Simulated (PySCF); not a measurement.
C4H7ClSi, SMILES C#C[Si](C)(C)Cl.

Geometry optimised at B3LYP-D3(BJ)/def2-SVP.

Computed with B3LYP-D3(BJ)/def2-SVP run with PySCF.

Frequencies are harmonic and unscaled.

```json
[
 {"mode": "1", "ν (cm⁻¹)": "112", "IR (km/mol)": "0.9", "moving atoms (share of kinetic energy)": "C 50 %, Cl 27 %, H 17 %"},
 {"mode": "2", "ν (cm⁻¹)": "123", "IR (km/mol)": "0.6", "moving atoms (share of kinetic energy)": "C 66 %, H 28 %"},
 {"mode": "3", "ν (cm⁻¹)": "160", "IR (km/mol)": "0.0", "moving atoms (share of kinetic energy)": "H 99 %"},
 {"mode": "4", "ν (cm⁻¹)": "171", "IR (km/mol)": "0.2", "moving atoms (share of kinetic energy)": "H 95 %"},
 {"mode": "5", "ν (cm⁻¹)": "193", "IR (km/mol)": "1.1", "moving atoms (share of kinetic energy)": "C 40 %, Cl 24 %, H 22 %, Si 14 %"},
 {"mode": "6", "ν (cm⁻¹)": "196", "IR (km/mol)": "0.1", "moving atoms (share of kinetic energy)": "C 46 %, H 36 %, Cl 11 %"},
 {"mode": "7", "ν (cm⁻¹)": "221", "IR (km/mol)": "4.5", "moving atoms (share of kinetic energy)": "C 45 %, H 30 %, Si 17 %"},
 {"mode": "8", "ν (cm⁻¹)": "344", "IR (km/mol)": "14.6", "moving atoms (share of kinetic energy)": "C 74 %, Cl 14 %, H 10 %"},
 {"mode": "9", "ν (cm⁻¹)": "361", "IR (km/mol)": "30.2", "moving atoms (share of kinetic energy)": "C 75 %, H 16 %"},
 {"mode": "10", "ν (cm⁻¹)": "489", "IR (km/mol)": "46.8", "moving atoms (share of kinetic energy)": "Cl 36 %, C 32 %, Si 23 %, H 9 %"},
 {"mode": "11", "ν (cm⁻¹)": "605", "IR (km/mol)": "65.8", "moving atoms (share of kinetic energy)": "C 46 %, Si 34 %, H 14 %"},
 {"mode": "12", "ν (cm⁻¹)": "696", "IR (km/mol)": "47.8", "moving atoms (share of kinetic energy)": "C 45 %, Si 32 %, H 22 %"},
 {"mode": "13", "ν (cm⁻¹)": "700", "IR (km/mol)": "1.2", "moving atoms (share of kinetic energy)": "H 59 %, C 32 %, Si 9 %"},
 {"mode": "14", "ν (cm⁻¹)": "740", "IR (km/mol)": "24.4", "moving atoms (share of kinetic energy)": "H 75 %, C 25 %"},
 {"mode": "15", "ν (cm⁻¹)": "749", "IR (km/mol)": "27.0", "moving atoms (share of kinetic energy)": "H 75 %, C 25 %"},
 {"mode": "16", "ν (cm⁻¹)": "763", "IR (km/mol)": "0.0", "moving atoms (share of kinetic energy)": "H 77 %, C 22 %"},
 {"mode": "17", "ν (cm⁻¹)": "800", "IR (km/mol)": "108.7", "moving atoms (share of kinetic energy)": "H 37 %, Si 37 %, C 26 %"},
 {"mode": "18", "ν (cm⁻¹)": "842", "IR (km/mol)": "154.0", "moving atoms (share of kinetic energy)": "H 62 %, C 22 %, Si 16 %"},
 {"mode": "19", "ν (cm⁻¹)": "866", "IR (km/mol)": "117.9", "moving atoms (share of kinetic energy)": "H 62 %, C 23 %, Si 15 %"},
 {"mode": "20", "ν (cm⁻¹)": "1272", "IR (km/mol)": "32.5", "moving atoms (share of kinetic energy)": "H 77 %, C 23 %"},
 {"mode": "21", "ν (cm⁻¹)": "1276", "IR (km/mol)": "14.0", "moving atoms (share of kinetic energy)": "H 79 %, C 21 %"},
 {"mode": "22", "ν (cm⁻¹)": "1424", "IR (km/mol)": "2.0", "moving atoms (share of kinetic energy)": "H 96 %"},
 {"mode": "23", "ν (cm⁻¹)": "1425", "IR (km/mol)": "0.1", "moving atoms (share of kinetic energy)": "H 95 %"},
 {"mode": "24", "ν (cm⁻¹)": "1430", "IR (km/mol)": "2.9", "moving atoms (share of kinetic energy)": "H 96 %"},
 {"mode": "25", "ν (cm⁻¹)": "1438", "IR (km/mol)": "5.4", "moving atoms (share of kinetic energy)": "H 96 %"},
 {"mode": "26", "ν (cm⁻¹)": "2151", "IR (km/mol)": "45.4", "moving atoms (share of kinetic energy)": "C 90 %, H 10 %"},
 {"mode": "27", "ν (cm⁻¹)": "3032", "IR (km/mol)": "0.7", "moving atoms (share of kinetic energy)": "H 97 %"},
 {"mode": "28", "ν (cm⁻¹)": "3033", "IR (km/mol)": "2.4", "moving atoms (share of kinetic energy)": "H 97 %"},
 {"mode": "29", "ν (cm⁻¹)": "3124", "IR (km/mol)": "0.1", "moving atoms (share of kinetic energy)": "H 91 %, C 9 %"},
 {"mode": "30", "ν (cm⁻¹)": "3126", "IR (km/mol)": "7.9", "moving atoms (share of kinetic energy)": "H 91 %, C 9 %"},
 {"mode": "31", "ν (cm⁻¹)": "3137", "IR (km/mol)": "3.3", "moving atoms (share of kinetic energy)": "H 91 %, C 9 %"},
 {"mode": "32", "ν (cm⁻¹)": "3137", "IR (km/mol)": "1.1", "moving atoms (share of kinetic energy)": "H 91 %, C 9 %"},
 {"mode": "33", "ν (cm⁻¹)": "3455", "IR (km/mol)": "49.3", "moving atoms (share of kinetic energy)": "H 86 %, C 14 %"}
]
```
